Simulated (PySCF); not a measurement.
**CsNa⁺: frontier orbitals**

PBE0 at R = 4.563 Å; Cs def2-SVP with ECP46, Na def2-SVP; scalar-relativistic core potentials (PySCF 2.14). State: ²Σ⁺ (doublet), unpaired electrons σ ↑. Only the outer orbitals are listed, counted within each symmetry, core potentials removing the inner ones.

```tsv
spin	orbital	occ.	ε (eV)	on Cs (%)	main shells (%)
α	1π	1	-35.75	0	100 Na p
α	1π	1	-35.75	0	100 Na p
α	3σ	1	-35.74	0	100 Na p
α	4σ	1	-33.73	100	100 Cs s
α	2π	1	-19.27	100	100 Cs p
α	2π	1	-19.27	100	100 Cs p
α	5σ	1	-19.24	100	100 Cs p
α	6σ	1	-7.05	22	70 Na s, 15 Cs s, 9 Na p
α	7σ	0	-4.49	75	75 Cs s, 22 Na s
α	3π	0	-3.63	52	46 Na p, 28 Cs d, 25 Cs p
α	3π	0	-3.63	52	46 Na p, 28 Cs d, 25 Cs p
β	1π	1	-35.67	0	100 Na p
β	1π	1	-35.67	0	100 Na p
β	3σ	1	-35.65	0	100 Na p
β	4σ	1	-33.70	100	100 Cs s
β	2π	1	-19.26	100	100 Cs p
β	2π	1	-19.26	100	100 Cs p
β	5σ	1	-19.18	100	100 Cs p
β	6σ	0	-4.88	59	54 Cs s, 37 Na s
β	7σ	0	-3.91	55	45 Na s, 44 Cs s
β	3π	0	-2.73	80	45 Cs d, 35 Cs p, 19 Na p
```

Task: Which are the highest filled and the lowest empty level, where do they sit, and how wide is the gap?

Result: Highest filled α 6σ at -7.05 eV (in %: 70 Na s, 15 Cs s, 9 Na p); lowest empty β 6σ at -4.88 eV (in %: 54 Cs s, 37 Na s); the gap at PBE0 is 2.17 eV.

```
bond order (Mayer)                                                                                                 : 0.34
⟨S²⟩                                                                                                               : 0.750
charge on Cs (Mulliken, basis-dependent)                                                                           : 0.79
charge on Cs (Löwdin, basis-dependent)                                                                             : 0.66
dipole moment (positive dipole points towards Na; it is taken about the centre of mass and depends on that origin) : 2.93 D
polarisability along the bond                                                                                      : 227.1 bohr³
polarisability across the bond                                                                                     : 126.9 bohr³
```

Spin–orbit coupling is left out. The state was picked by a PBE0 search and need not be the measured ground state.
